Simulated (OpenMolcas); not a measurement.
An OpenMolcas run meant for Tm4+ (ANO-R0, X2C; inactive shells 1s 2s 2p 3s 3p 3d 4s 4p 4d 5s 5p; intended active space 11 electrons in 7 orbitals (4f)). One step of its input:

```
&RASSCF
FileOrb=start.orb
Symmetry=2
Spin=4
nActEl=11 0 0
Inactive=12 15
Ras2=0 7
CIRoot=35 35 1
SDav=35
CIMx=300
Iter=73 100
PrWF=0.3
OrbListing=Nothing
MaxOrb=0
Atom
>>> COPY $Project.JobIph JOB001
```

Lines from the output:

```
--- SEWARD ---
Basis set label: TM.ANO-R...6S4P2D1F.

      Electronic valence basis set:
      ------------------
      Associated Effective Charge  69.000000 au
      Associated Actual Charge     69.000000 au
      Nuclear Model: Finite nucleus - Gaussian distribution
        Gaussian exponent, Xi/bohr**(-2):  1.55817E+08

      Shell  nPrim  nBasis  Cartesian Spherical Contaminant
         s      25       6        X
         p      19       4        X
         d      12       2                 X
         f      10       1                 X
                  Relativistic X2C integrals
                  Atomic mean-field integrals
--- RASSCF ---

         Deleted:   0   0
 Basis functions:  16  19
  Have you used a too small basis set?
 ********************************************
--- Stop Module: rasscf at  /rc=_RC_INPUT_ERROR_ ---
.####################.
.# User input error #.
.####################.
```

Task: What is wrong with the input?

Result: The inactive counts of the gerade and ungerade irreps are swapped.
